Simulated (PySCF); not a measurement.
**Hg2OF2 at several levels of theory**

Computed with PySCF 2.14.0 (density fitting, no spin-orbit coupling) at the geometry relaxed with PBE:

```xyz
5
Hg2OF2 (singlet)
Hg   -0.1328   -0.1520    1.6851
Hg   -0.1328   -0.1520   -1.6851
O    -0.8205   -0.9388    0.0000
F     0.4715    0.5395    3.4071
F     0.4715    0.5395   -3.4071
```

```tsv
level	basis	state	HOMO (eV)	gap (eV)	charge on Hg1 (e)	dipole about the centre of mass (D)	largest force component (eV/Å)
PBE	Hg def2-SVP with ECP60, O def2-SVP, F def2-SVP	singlet	-6.78	3.19	0.65	0.86	0.03
M06-L	the same	singlet	-6.92	3.72	0.83	1.03	0.11
PBE	Hg def2-TZVP with ECP60, O def2-TZVP, F def2-TZVP	singlet	-7.09	3.29	0.77	1.11	0.23
PBE	Hg x2c-SVPall, O x2c-SVPall, F x2c-SVPall	singlet	-7.08	3.21	0.52	0.91	0.26
```

Charges are Mulliken's, which hang on the basis. The relaxation used the grid (50, 194), these runs (75, 302) or, all-electron (x2c bases, spin-free X2C Hamiltonian), (99, 590).

Question: A further run in the first row's basis gives HOMO (eV) -7.52, gap (eV) 4.47, charge on Hg1 (e) 0.73, dipole about the centre of mass (D) 0.91, largest force component (eV/Å) 0.25. Which level was it?
A. TPSSh
B. BLYP
C. CAM-B3LYP

Answer: A. The others give HOMO -6.66 eV (BLYP); -9.85 eV (CAM-B3LYP).

In the first row's basis the gap widens with exact exchange: 3.2 to 3.7 eV for BLYP, PBE, M06-L (none); 4.5 eV for TPSSh (a fixed share); 8.3 eV for CAM-B3LYP (rising or full at long range).

No frequency check is given that shows the relaxed geometry to be a minimum, and it was reached by following one of several unstable modes of a saddle point.
